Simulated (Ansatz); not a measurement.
7 gas-phase steps of group 13 species, written in SMILES but for small gases and atoms, in each of which the number of molecules changes (small partners taken up: none; given off: none). Reaction energies in kJ/mol, right side less left side, on B3LYP-D3(BJ)/def2-SVP stationary points reached from drawn starts (curvature not checked).

```tsv
row	step	r2SCAN/def2-TZVPP	wB97M-V/def2-TZVPP
1	4 [Br][Al][Br] (multiplicity 2) → 2 [Al][Br] + [Br][Al-]1([Br])[Br+][Al-]([Br])([Br])[Br+]1	-388.3	-517.8
2	2 [Cl][Al]([Cl])[Cl] → [Cl][Al-]1([Cl])[Cl+][Al-]([Cl])([Cl])[Cl+]1	-129.6	-135.1
3	2 [Cl][In]([Cl])[Cl] → [Cl][In-]1([Cl])[Cl+][In-]([Cl])([Cl])[Cl+]1	-123.4	?
4	2 [Cl][Ga]([Cl])[Cl] → [Cl][Ga-]1([Cl])[Cl+][Ga-]([Cl])([Cl])[Cl+]1	-103.9	-106.5
5	2 [I][Al]([I])[I] → [I][Al-]1([I])[I+][Al-]([I])([I])[I+]1	-96.1	-110.1
6	2 [Br][Ga]([Br])[Br] → [Br][Ga-]1([Br])[Br+][Ga-]([Br])([Br])[Br+]1	-89.4	-94.5
7	2 [I][Ga]([I])[I] → [I][Ga-]1([I])[I+][Ga-]([I])([I])[I+]1	-73.2	-82.4
```

No zero-point or thermal terms; singlets are restricted closed shells; open shells are unrestricted; no spin–orbit coupling.

Codes used: Ansatz (a quantum-chemistry and plane-wave program). All values are computed, each at the level named. Elements past Kr take the def2 small-core potentials, without spin–orbit coupling.

The rows were drawn at random from the listed steps of this kind that kept their bonds on relaxing, hold no state known to be excited and show no strong spin contamination (nor T1 past 0.05 where coupled cluster ran); restricted singlets weren't searched for lower solutions, and sets that span under 5 kcal/mol aren't shown. They stand in the order of the third column.

Fit a straight line y = a + b·x through the complete rows, with x the r2SCAN/def2-TZVPP and y the wB97M-V/def2-TZVPP value, and use it for row 3. How does it compare with the computed value?

Means over the 6 complete rows: x -146.75, y -174.40. Σ(x − x̄)(y − ȳ) = 101137.44 and Σ(x − x̄)² = 71740.69, so b = 1.410 and a = -174.40 − 1.410 × (-146.75) = 32.52 kJ/mol. The residuals have rms 8.95 and median size 7.30 kJ/mol; without the fit y − x has mean -27.65 and median -7.35 kJ/mol. For row 3 the line gives 32.52 + 1.410 × (-123.4) = -141.5 kJ/mol. The computed wB97M-V/def2-TZVPP value is -127.6 kJ/mol, 13.9 kJ/mol above the line. Taking y = x would miss by 4.2 kJ/mol, so here the line does no better than the cheap value itself. wB97M-V/def2-TZVPP is a functional with errors of its own, not an exact or measured value.
